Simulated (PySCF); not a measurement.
**Property card for `O=COCC(=O)OCF`**

Compound: C4H5FO4.
Bonds: O1–C2 (double), C2–O3, O3–C4, C4–C5, C5–O6 (double), C5–O7, O7–C8, C8–F9. Hydrogens: H10 on C2; H11, H12 on C4; H13, H14 on C8.

Among its groups: ester and C–F bond.

From GFN2-xTB geometry:

```yaml
Point_group_of_the_GFN2-xTB_geometry: C1
Rotational_constants_A_B_C_of_the_GFN2-xTB_geometry: 4.045, 0.914, 0.866 GHz
```

**CAM-B3LYP/def2-SVPD ground state and vertical TDDFT (core frozen in the response) (PySCF)**

```yaml
Dipole_moment: 2.30 D
HOMO_energy: -10.23 eV
LUMO_energy: 0.47 eV
HOMO–LUMO_gap: 10.70 eV
Lowest_singlet_excitation: 5.89 eV (210 nm, f = 0.001)
Strongest_line_among_the_8_lowest_singlet_transitions: S6 at 8.27 eV (150 nm, f = 0.077)
Lowest_triplet_excitation_Tamm–Dancoff: 5.39 eV
Static_isotropic_polarisability: 62.0 au
Electronic_spatial_extent_⟨r²⟩_about_the_centre_of_nuclear_charge: 1289 bohr²
```

Monoisotopic mass from the formula: 136.0172 u.

No computed singlet falls in the visible range (750 to 380 nm, 1.65 to 3.26 eV); S1 lies 2.63 eV above its blue end. The vertical singlet–triplet gap S1 − T1 is 0.50 eV (TDDFT singlet less Tamm–Dancoff triplet; S1: HOMO→LUMO, weight 0.79; T1: HOMO→LUMO, weight 0.77). The rotational constants make it an asymmetric top with κ = (2B − A − C)/(A − C) = -0.97, nearer the prolate limit (−1). The largest Löwdin shares of the HOMO are 0.57 on O6, 0.10 on C4, 0.09 on C5 and 0.09 on O7. With B = h/(8π²I), that is 505.379 GHz u Å² over I, the principal moments of inertia are 124.9, 553.2 and 583.6 u Å² (most abundant isotopes).

The structure is a single GFN2-xTB conformer in the gas phase; no vibrational or solvent corrections.
